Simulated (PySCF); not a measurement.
**A ladder of Hamiltonians for V²¹⁺ (vanadium, charge +21)**

Occupied: 1s1/2. Hartree-Fock calculated with PySCF 2.14 in an even-tempered Gaussian basis (19 s from 1.8 bohr⁻², ratio 2.3; 13 p from 2.1 bohr⁻², ratio 2.3), Gaussian nucleus throughout. NR is non-relativistic, sf-X2C the spin-free one-electron X2C Hamiltonian, X2C adds the bare one-electron spin-orbit term, X2C-SNSO screens it by Boettger's factors, DC is four-component Dirac-Coulomb, and the Gaunt and Breit terms are added at first order (total energies over the DC spinors, levels after relaxing the spinors in that mean field). QED terms are absent. Levels marked empty are virtual spinors of this ion.

| Hamiltonian | E (hartree) | E − E(DC) (hartree) | CPU seconds |
| --- | --- | --- | --- |
| NR | -514.7341 | 3.6293 | 0.32 |
| sf-X2C | -518.2860 | 0.0774 | 0.19 |
| X2C | -518.2860 | 0.0774 | 0.19 |
| X2C-SNSO | -518.2860 | 0.0774 | 0.19 |
| DC | -518.3634 | 0.0000 | 3 |
| DC+Gaunt | -518.2067 | 0.1567 | 5.2 |
| DC+Breit | -518.2067 | 0.1567 | 44 |

| level (eV) | NR | sf-X2C | X2C | X2C-SNSO | DC | DC+Gaunt | DC+Breit |
| --- | --- | --- | --- | --- | --- | --- | --- |
| 1s1/2 | -6810.8 | -6856.1 | -6856.1 | -6856.1 | -6858.1 | -6854.0 | -6854.0 |
| 2s1/2 (empty) | -1557.0 | -1570.0 | -1570.0 | -1570.0 | -1570.2 | -1569.7 | -1569.8 |
| 2p1/2 (empty) | -1516.0 | -1521.2 | -1528.3 | -1527.9 | -1527.8 | -1526.9 | -1527.1 |
| 2p3/2 (empty) | -1516.0 | -1521.2 | -1517.8 | -1517.9 | -1518.1 | -1517.6 | -1517.8 |
| 3s1/2 (empty) | -682.55 | -687.02 | -687.02 | -687.02 | -687.07 | -686.95 | -686.96 |

```
interval (eV)    X2C  X2C-SNSO     DC  DC+Gaunt  DC+Breit
2p3/2 − 2p1/2  10.47     10.02  9.724     9.324     9.324
```

Weight of the small component: 1s1/2 0.00690, 2s1/2 0.00155, 2p1/2 0.00153, 2p3/2 0.00152, 3s1/2 0.000676.

Koopmans' value for the highest occupied level at DC+Breit: 6854.0 eV, against an ionisation energy of 6851.3 eV (theoretical estimate listed by NIST; NIST Atomic Spectra Database, ionization energies); the former lacks relaxation, correlation, QED and recoil.

The whole ladder took 54 s of wall time on 1 thread of Neoverse-V1 (shared host), launched as `OMP_NUM_THREADS=1 python relrun2.py TASK.json OUT` (a driver that calls PySCF for each Hamiltonian).

Dirac-Coulomb iterations, started from the X2C spinors:

```
with_ssss True, with_gaunt False, with_breit False
light speed = 137.03599967994
init E= -518.00047367258
cycle= 1 E= -518.363413176818  delta_E= -0.363  |g|=  0.1  |ddm|= 0.00789
cycle= 2 E= -518.363415355346  delta_E= -2.18e-06  |g|= 0.000335  |ddm|= 7.18e-05
cycle= 3 E= -518.363415355427  delta_E= -8.05e-11  |g|= 1.92e-06  |ddm|= 1.24e-06
```
